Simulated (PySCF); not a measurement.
## Two-photon absorption: methyl furan-3-carboxylate, C6H6O3

Cartesian coordinates in Å; atom numbers follow the order of the lines, from 1:
```xyz
15

C    -2.6599   -0.0509   -0.1204
O    -1.2653    0.1877   -0.1528
C    -0.4949   -0.8258    0.2649
O    -0.9361   -1.8805    0.6484
C     0.9323   -0.4860    0.1944
C     1.5631    0.7289   -0.2341
C     2.8986    0.5137   -0.1014
O     3.1304   -0.7345    0.3731
C     1.9476   -1.3325    0.5500
H    -3.1386    0.8690   -0.4757
H    -2.9950   -0.2852    0.9009
H    -2.9291   -0.8958   -0.7719
H     1.0682    1.6288   -0.5891
H     3.7782    1.1222   -0.2937
H     1.9496   -2.3507    0.9296
```

Computed, not measured: TDDFT CAM-B3LYP/aug-cc-pVDZ excited states, vertical, gas phase (PySCF 2.14.0). Geometry: PBE0-D3(BJ)/def2-SVP.

Singlets 5 and 6 lie within 0.01 eV of each other, so their separate moments and overlaps can depend on how they mix.

(1) How strongly do the lowest singlets absorb one photon, and two photons of half the energy?

Results:

(1) δ for parallel linear polarisation; σ at the peak of a Lorentzian of half width 0.1 eV, single beam; Ω is circular over linear.
```csv
state,E (eV),f,photon λ (nm),δ (au),σ (GM),Ω,main
S1,5.48,0.000,453,<0.1,0.00,–,HOMO−1→LUMO 0.84
S2,5.61,0.081,442,96.3,1.11,1.33,HOMO→LUMO 0.96
S3,6.25,0.004,396,114,1.63,1.50,"HOMO→LUMO+1 0.67, HOMO→LUMO+2 0.20"
S4,6.45,0.018,385,103,1.57,1.23,"HOMO→LUMO+6 0.49, HOMO−2→LUMO 0.35"
S5,6.87,0.030,361,16.3,0.28,1.48,"HOMO→LUMO+3 0.54, HOMO→LUMO+2 0.16"
S6,6.87,0.565,361,38.7,0.67,0.96,"HOMO−2→LUMO 0.56, HOMO→LUMO+6 0.23"
```
